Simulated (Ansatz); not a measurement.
`CB1[SiH2]S1` + H₂ → `B1[SiH2]S1` + CH₄ at 600 K and 1 bar (hydrogenolysis of a B–C bond).

Gas-phase electronic energies from Ansatz, PBE0-D4/def2-TZVP geometries. CCSD(T)/CBS adds triple-zeta CCSD(T) − MP2 to the extrapolated MP2 energy (def2 sets, frozen cores). This one scheme is used for every species.

```csv
species,CCSD(T)/CBS energy (Eh),H − E (kJ/mol),S (J/(mol·K))
`CB1[SiH2]S1`,-752.73358,207.9,400.9
H₂,-1.17544,43.9,150.8
`B1[SiH2]S1`,-713.45359,118.7,334.0
CH₄,-40.46206,140.4,215.7
```

H − E and S are ideal-gas, rigid-rotor, harmonic terms from PBE0-D4/def2-TZVP. The MP2-based limit puts H₂ 0.8 mEh under its directly extrapolated value; such offsets cancel only in part. 1 Eh = 2625.50 kJ/mol, R = 8.31446 J/(mol·K).

Question: By hand: ΔE, ΔH, ΔS and ΔG.

Answer: ΔE = (-713.45359) + (-40.46206) − (-752.73358) − (-1.17544) = -0.00663 Eh = -17.4 kJ/mol. Δ(H − E) = 118.7 + 140.4 − 207.9 − 43.9 = 7.3, so ΔH = -10.1 kJ/mol. ΔS = 334.0 + 215.7 − 400.9 − 150.8 = -2.0 J/(mol·K). ΔG = -10.1 − 600 × (-2.0)/1000 = -8.9 kJ/mol.

Question: By hand: the equilibrium constant, and the temperature at which ΔG would vanish if ΔH and ΔS stayed fixed.

Answer: log₁₀ K = −ΔG/(RT ln 10) = 0.8. ΔG = 0 at ΔH/ΔS = 5050 K, far beyond where these terms or the molecules hold.

The number of gas molecules stays the same, so ΔS is small and ΔH decides. A doubt of 5 kJ/mol in ΔE shifts log₁₀ K by 0.4 here. These are equilibria of isolated gas molecules and say nothing of rates. Largest T1 diagnostic: 0.017 (customary marks: 0.02 for closed shells, 0.045 for open ones).
